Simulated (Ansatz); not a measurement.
Steps of a relaxation of `C[O][Ga]([OH])[SH]` with RKS PBE0-D4/def2-TZVP.

```sh
$ ansatz run in.yaml --threads 2 --pin off --events-out ev --progress --plain --max-ram 32768MiB --backend cuda --devices 0, --max-vram 18GiB
```

```yaml
crystal:
  periodic: [false, false, false]
  atoms:
    - {symbol: C, position_ang: [-0.330850, -0.458360, -1.736820]}
    - {symbol: O, position_ang: [0.010710, 0.430780, -0.687220]}
    - {symbol: Ga, position_ang: [0.184530, 0.215550, 1.054240]}
    - {symbol: O, position_ang: [-0.089070, -1.368000, 1.740810]}
    - {symbol: S, position_ang: [0.748010, 2.087250, 2.088500]}
    - {symbol: H, position_ang: [-0.472320, -1.480770, -1.379340]}
    - {symbol: H, position_ang: [-1.256840, -0.112690, -2.202610]}
    - {symbol: H, position_ang: [0.474510, -0.447260, -2.475190]}
    - {symbol: H, position_ang: [-0.021100, -1.606260, 2.663240]}
    - {symbol: H, position_ang: [0.752430, 2.739750, 0.934390]}
basis:
  gaussian: {orbitals: def2-TZVP}
hamiltonian: {xc: pbe0, dispersion: d4}
relax: {f_tol: 0.005, max_steps: 150}
```

Positions (Å) and forces (eV/Å) along the path, 8 of 8 steps:

```xyz
10
step=1 energy=-68414.5997 eV
C    -0.331   -0.458   -1.737    0.155    0.246    0.670
O     0.011    0.431   -0.687   -0.049    0.018   -0.378
Ga    0.185    0.216    1.054    0.175    0.747    0.018
O    -0.089   -1.368    1.741   -0.190   -0.783   -0.071
S     0.748    2.087    2.088   -0.088   -0.587    0.374
H    -0.472   -1.481   -1.379   -0.031   -0.104   -0.058
H    -1.257   -0.113   -2.203   -0.019   -0.044   -0.090
H     0.475   -0.447   -2.475   -0.034   -0.047   -0.089
H    -0.021   -1.606    2.663    0.082    0.311    0.080
H     0.752    2.740    0.934   -0.002    0.244   -0.456
10
step=2 energy=-68414.6419 eV
C    -0.329   -0.460   -1.720    0.082    0.129    0.349
O     0.017    0.459   -0.706   -0.027    0.041   -0.278
Ga    0.189    0.236    1.034    0.087    0.344    0.076
O    -0.093   -1.364    1.704   -0.151   -0.590   -0.127
S     0.747    2.060    2.112   -0.032   -0.224    0.154
H    -0.468   -1.477   -1.341   -0.011   -0.040   -0.011
H    -1.257   -0.135   -2.198   -0.023   -0.033   -0.035
H     0.465   -0.473   -2.472   -0.009   -0.039   -0.034
H    -0.019   -1.578    2.632    0.071    0.268    0.072
H     0.749    2.731    0.956    0.012    0.142   -0.165
10
step=3 energy=-68414.6634 eV
C    -0.329   -0.483   -1.681   -0.065   -0.189   -0.281
O     0.025    0.520   -0.764   -0.018   -0.030   -0.107
Ga    0.186    0.262    0.976   -0.043   -0.149   -0.118
O    -0.111   -1.387    1.581    0.017    0.049    0.063
S     0.738    1.999    2.150    0.132    0.721   -0.200
H    -0.459   -1.478   -1.228    0.035    0.164   -0.004
H    -1.268   -0.217   -2.187    0.055   -0.006    0.113
H     0.442   -0.565   -2.462   -0.038    0.013    0.154
H    -0.020   -1.523    2.528    0.005    0.095   -0.131
H     0.794    2.873    1.088   -0.082   -0.668    0.509
10
step=4 energy=-68414.6816 eV
C    -0.331   -0.490   -1.678   -0.036   -0.133   -0.121
O     0.022    0.526   -0.780    0.073    0.221    0.192
Ga    0.192    0.266    0.964    0.003    0.338   -0.384
O    -0.111   -1.373    1.544   -0.094   -0.166   -0.484
S     0.730    1.988    2.182    0.071    0.344   -0.158
H    -0.455   -1.465   -1.196   -0.014   -0.040   -0.029
H    -1.273   -0.231   -2.176   -0.008   -0.023   -0.007
H     0.444   -0.581   -2.446   -0.006   -0.037   -0.022
H    -0.010   -1.460    2.481    0.053   -0.177    0.714
H     0.792    2.820    1.105   -0.042   -0.327    0.297
10
step=5 energy=-68414.6954 eV
C    -0.333   -0.492   -1.689   -0.052   -0.133   -0.080
O     0.020    0.541   -0.800    0.019    0.079    0.063
Ga    0.180    0.297    0.947    0.027   -0.075   -0.010
O    -0.100   -1.355    1.548   -0.020   -0.005   -0.004
S     0.738    1.983    2.217   -0.012    0.160   -0.299
H    -0.459   -1.465   -1.198    0.014    0.042    0.003
H    -1.274   -0.244   -2.192    0.028    0.014    0.029
H     0.442   -0.600   -2.457   -0.009    0.027    0.047
H    -0.002   -1.451    2.497   -0.001   -0.009   -0.002
H     0.788    2.787    1.126    0.006   -0.101    0.253
10
step=6 energy=-68414.6994 eV
C    -0.334   -0.497   -1.687    0.004    0.019    0.008
O     0.022    0.544   -0.802   -0.005   -0.017   -0.004
Ga    0.190    0.292    0.941   -0.001    0.000   -0.004
O    -0.107   -1.358    1.540    0.000    0.006   -0.004
S     0.738    1.987    2.205    0.000    0.001   -0.011
H    -0.457   -1.465   -1.189    0.002   -0.002    0.011
H    -1.277   -0.249   -2.186    0.003    0.001   -0.002
H     0.441   -0.604   -2.453   -0.002   -0.001   -0.002
H    -0.007   -1.461    2.488    0.000   -0.003   -0.001
H     0.791    2.811    1.143   -0.001   -0.003    0.008
10
step=7 energy=-68414.6995 eV
C    -0.334   -0.498   -1.685   -0.001   -0.005    0.001
O     0.022    0.545   -0.804    0.000    0.005   -0.006
Ga    0.190    0.294    0.939    0.001    0.000    0.009
O    -0.107   -1.357    1.534    0.000    0.000   -0.003
S     0.739    1.987    2.206    0.000    0.000    0.000
H    -0.458   -1.463   -1.182   -0.001   -0.002   -0.002
H    -1.276   -0.250   -2.186    0.000    0.001    0.000
H     0.441   -0.609   -2.451    0.001    0.000    0.000
H    -0.007   -1.463    2.482    0.000    0.000    0.001
H     0.790    2.813    1.147    0.000    0.001    0.000
10
step=8 energy=-68414.6995 eV
C    -0.334   -0.498   -1.684    0.000    0.000    0.000
O     0.021    0.546   -0.805    0.000    0.001    0.002
Ga    0.190    0.295    0.939   -0.001   -0.001   -0.002
O    -0.106   -1.356    1.532    0.000    0.000    0.000
S     0.739    1.987    2.206    0.000    0.001    0.001
H    -0.461   -1.462   -1.180    0.000   -0.001    0.000
H    -1.275   -0.250   -2.188    0.001    0.000    0.000
H     0.442   -0.611   -2.448   -0.001    0.000    0.000
H    -0.006   -1.464    2.480    0.000    0.000   -0.001
H     0.790    2.814    1.148    0.000    0.000    0.000
```

Hardware: 2 threads of an AMD EPYC 7R13 on a shared host and a share of an NVIDIA H100 80 GB. Wall time 24 s, peak host memory 0.88 GiB.
